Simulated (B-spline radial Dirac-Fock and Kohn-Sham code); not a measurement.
# Kohn-Sham estimates against Dirac-Fock for the levels of Os⁵⁶⁺

System: osmium as Os⁵⁶⁺ in the configuration [Ar] 3d2.

The density-functional columns are spherical, spin-unpolarised Dirac-Kohn-Sham results without Breit or QED terms: −ε is minus the orbital energy of the initial state and ΔSCF the difference of two total energies. The reference in the last column comes from relaxed Dirac-Fock hole states (ΔSCF) with Breit and QED corrections and a finite nucleus. All numbers are from a radial atomic solver, in eV; a selection of levels is shown. For the 1s level of heavy atoms much of the gap between ΔSCF and the reference is the Breit and QED part, -384.3 eV here; for other levels the error of the functional can be larger.

```
     level   LDA −ε  LDA ΔSCF  Dirac-Fock
    K (1s)  77641.6   78268.3     77895.5
   L1 (2s)  16690.7   16841.7     16879.6
L2 (2p1/2)  16185.6   16369.6     16324.5
L3 (2p3/2)  14635.5   14798.1     14787.2
   M1 (3s)   6381.4    6444.8      6469.8
M2 (3p1/2)   6183.1    6250.6      6239.6
M3 (3p3/2)   5791.8    5854.7      5851.8
 M4,5 (3d)   5449.3    5521.8      5518.3
```

Values without a named source are computed, but for edge energies of neutral atoms, which are taken from tables.
